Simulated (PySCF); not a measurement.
C3H5BN2, SMILES C1B(C=NC=1)N. Geometry optimised at PBE-D3(BJ)/def2-SVP. The structure was generated by enumeration, and PubChem lists no compound with its InChIKey, so it may never have been made. The values are those of a single conformer.

Q: Give the equilibrium geometry at PBE-D3(BJ)/def2-SVP (PySCF confirms it by a frequency run) as Cartesian coordinates in Å, and its point group. (Estimate from the structure and the level; the computed values follow.)

A: This is not unique; one that fits is point group Cs.
```xyz
11

N     -0.0098    -2.1637     0.0000
B     -0.0379    -0.7691     0.0000
C     -1.2513     0.2295     0.0000
C     -0.6582     1.4513     0.0000
N      0.7991     1.4727     0.0000
C      1.2167     0.2439     0.0000
H      0.8567    -2.7041     0.0000
H     -0.8512    -2.7428     0.0000
H     -2.3407     0.0857     0.0000
H     -1.1539     2.4367     0.0000
H      2.3096     0.0590     0.0000
```
Charge 0, spin multiplicity 1.
